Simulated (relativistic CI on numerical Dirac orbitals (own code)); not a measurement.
## Hyperfine structure of Ta55+, mass number 181

Computed by Dirac-Coulomb-Breit CI, KLI orbitals optimised for each configuration, QED by a radiative potential, unscaled Slater integrals (own radial code, finite nucleus).

CI space (outside the closed core [Ne]): 3s2.3p6, 3s2.3p5.3d, 3s.3p6.3d, 3s2.3p5.4s, 3s2.3p5.4p, 3s2.3p5.4d, 3s.3p6.4s, 3p6.3d.4p, 3p6.3d2, 3p5.3d3, 3p5.3d2.4s, 3p5.3d2.4p, 3p5.3d2.4d, 3p6.3d.4s, 3p5.3d.4s2, 3p5.3d.4s.4p, 3p5.3d.4s.4d. Double excitations out of closed p, d and f shells are left out; levels of such configurations are missing from the list, as are those of other unlisted configurations, and high levels can miss mixing partners.

Nuclear spin I = 7/2, μ = 2.365 μN, Q = 3.17 b (tables of Stone and Pyykkö). The electronic factors are computed for point nuclear moments, without core polarisation or the Bohr-Weisskopf and QED corrections.

```
           Level   E (Ry)  A (GHz)  B (GHz)
3s2.3p5.3d 3P°_1  17.9349    92.93      367
3s2.3p5.3d 3F°_3  18.2524    102.4    -1050
3s2.3p5.3d 3D°_2  18.5563    102.5    -57.1
3s2.3p5.3d 3F°_4  23.1179    67.78     -990
3s2.3p5.3d 3D°_3  24.3454    59.23      458
3s2.3p5.3d 1P°_1  26.4907   -43.16     13.5
3s2.3p5.3d 3F°_2  41.7038    347.6      279
  3s.3p6.3d 3D_1  57.5667   -824.7      113
```

Levels with J = 0, under 50 % of one LS term, or S terms without an open s electron are left out. Small factors come from cancelling terms and can be off by tens of per cent or more.

At this charge energies of transitions that change n are usually good to better than 1 %, and those within a shell (Δn = 0) to a few per cent.

(1) Give the hyperfine levels of 3s2.3p5.3d 3F°_2 relative to its centre of gravity.

Results:

(1) With K = F(F + 1) − I(I + 1) − J(J + 1), E = AK/2 + B[¾K(K + 1) − I(I + 1)J(J + 1)]/[2I(2I − 1)J(2J − 1)]: F = 3/2: -2979, F = 5/2: -2235, F = 7/2: -1123, F = 9/2: 426.7, F = 11/2: 2503 GHz.

LS names give the leading component of a level, which can be under half, so a name can repeat, a term be missing and a line seem to break the LS rules.
